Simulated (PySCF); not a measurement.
## Spinor energies of Zn¹⁸⁺ (zinc, charge +18)

Start: [Ne] 3s2. Calculated with PySCF 2.14 in an uncontracted even-tempered set (19 s from 1.9 bohr⁻², ratio 2.4; 13 p from 2.4 bohr⁻², ratio 2.4; 5 d from 8.7 bohr⁻², ratio 2.6; 4 f from 13 bohr⁻², ratio 2.6): generalised Hartree-Fock with the X2C-1e Hamiltonian and a Gaussian nucleus; one run each with spin-orbit coupling (SO) switched off, then screened by Boettger's factors.

| spinor shell | electrons | ε, spin-free (eV) | ε, screened SO (eV) | weight of nominal j (screened SO) | rms radius, screened SO (bohr) |
| --- | --- | --- | --- | --- | --- |
| 1s1/2 | 2 | -10439.9 | -10439.8 | 1.000 | 0.0580 |
| 2s1/2 | 2 | -1912.1 | -1912.1 | 1.000 | 0.240 |
| 2p1/2 | 2 | -1746.3 | -1763.2 | 1.000 | 0.213 |
| 2p3/2 | 4 | -1746.3 | -1738.1 | 1.000 | 0.216 |
| 3s1/2 | 2 | -693.66 | -693.66 | 1.000 | 0.605 |

```
   quantity    spin-free  screened SO
E (hartree)  -1620.83081  -1620.87807
        M_J            0            0
       ⟨J²⟩        0.000        0.000
       ⟨L²⟩        0.000        0.001
       ⟨S²⟩        0.000        0.001
```

Without spin-orbit coupling the j labels of p, d and f shells carry no meaning; the spin-free column gives the mean over the occupied spinors of each nl shell.
